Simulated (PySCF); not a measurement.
CH5Cl2NOSn, SMILES C[O][Sn]([NH2])([Cl])[Cl]. Geometry: PBE-D3(BJ)/def2-SVP. The def2 effective core potentials stand for the cores of Sn; spin–orbit coupling is left out. The values are those of a single conformer.

Computed equilibrium geometry at PBE-D3(BJ)/def2-SVP (PySCF confirms it by a frequency run) as Cartesian coordinates in Å (one conformer of several):
```xyz
11

C     -2.5498    -0.6780    -1.0579
O     -1.6347     0.4012    -0.9105
Sn     0.1593    -0.0075    -0.1402
N      1.2643    -1.2002    -1.3964
Cl     1.0857     2.1176     0.3038
Cl    -0.1276    -1.2473     1.8526
H     -2.2102    -1.4354    -1.8022
H     -2.7570    -1.2039    -0.0975
H     -3.5074    -0.2481    -1.4211
H      1.9972    -1.6636    -0.8373
H      1.7535    -0.6096    -2.0862
```
Charge 0, spin multiplicity 1.
